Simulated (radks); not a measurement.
Hg I, 80 electrons, occupied as [Kr] 4d10 4f14 5s2 5p5 5d10 6s2 6p1 (not the ground configuration).

All-electron calculation, non-relativistic Kohn-Sham, PBEsol, spin-polarised, spherical densities, point nucleus; open shells are filled with parallel spins first (spin-orbit coupling, left out, can overturn this in heavy ions); relativity is left out, which matters for an element this heavy. Program: a radial shooting solver on a logarithmic mesh with Libxc functionals.

Energy parts (hartree):
| part | energy |
|---|---|
| total | -18406.0202 |
| kinetic | 18401.1994 |
| electron-nucleus | -43815.9805 |
| Hartree | 7352.7326 |
| exchange-correlation | -343.9716 |

Orbitals (lengths in bohr, moments of r in powers of bohr; r(90%) holds 90 % of the orbital's charge):
orbital  occ.  eigenvalue (hartree)  r(90%)      <r>
1s up       1             -2756.418  0.0336  0.01893
1s down     1             -2756.413  0.0336  0.01893
2s up       1             -461.7166   0.122  0.07968
2s down     1             -461.7137   0.122  0.07968
2p up       3             -444.1943   0.109  0.06731
2p down     3             -444.1898   0.109  0.06731
3s up       1             -108.9294   0.293   0.2009
3s down     1             -108.9261   0.293   0.2009
3p up       3             -100.6343   0.285   0.1913
3p down     3             -100.6304   0.285   0.1913
3d up       5             -85.14021   0.258   0.1669
3d down     5             -85.13630   0.258   0.1669
4s up       1             -23.54840   0.631   0.4413
4s down     1             -23.54203   0.631   0.4413
4p up       3             -19.94988   0.643   0.4449
4p down     3             -19.94302   0.643   0.4448
4d up       5             -13.32073   0.672   0.4515
4d down     5             -13.31310   0.671   0.4514
4f up       7              -4.40095   0.750   0.4711
4f down     7              -4.39141   0.748   0.4706
5s up       1              -3.69015    1.42   0.9938
5s down     1              -3.65496    1.42   0.9946
5p up       3              -2.51683    1.55    1.073
5p down     2              -2.48313    1.55    1.075
5d up       5              -0.66093    2.12    1.390
5d down     5              -0.63386    2.13    1.395
6s up       1              -0.28371    4.24    2.859
6s down     1              -0.26121    4.22    2.843
6p up       1              -0.10494    5.85    3.819
6p down     0              -0.08057    5.97    3.864

The highest occupied level is 6p up at -2.856 eV. Virial ratio -V/T = 2.00026. The electron density at the nucleus is 3.674e+05 e/bohr^3.
